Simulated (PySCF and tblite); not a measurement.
Results of a calculation; reference values are marked as such.
C₇H₁₁F, numbered as in [CH2:1]=[C:2]1[CH2:3][CH2:4][CH2:5][C@H:6]([F:7])[CH2:8]1.

Free energies: PBE0-D3(BJ)/def2-SVPD (IEF-PCM, chloroform) on PBE0-D3(BJ)/def2-SVP structures plus GFN2-xTB thermal terms, symmetry and mirror images included. Conformers within 3 kcal/mol (GFN2-xTB free energy) were kept, 8 at most. (PySCF 2.14, tblite 0.8.)

Rotational constants are equilibrium values for the commonest isotopes; dipoles come from the energy level named and are polarised by its solvent model.

The 6-ring runs over atoms 2–3–4–5–6–8.

```json
{"conformer": "1", "shape": "6-ring chair (all substituents equatorial)", "symmetry": "C1", "weight %": "67.3"}
{"conformer": "2", "shape": "6-ring chair (F7 axial)", "symmetry": "C1", "weight %": "32.7"}
```

Sets of constants, in random order:

```csv
set,A (MHz),B (MHz),C (MHz),abs μa (D),abs μb (D),abs μc (D)
P,2810,2000,1480,0.23,1.38,2.13
Q,3115,1716,1207,1.71,1.40,0.20
```

Question: Match each set to its conformer.

Answer: P is conformer 2, Q is conformer 1.
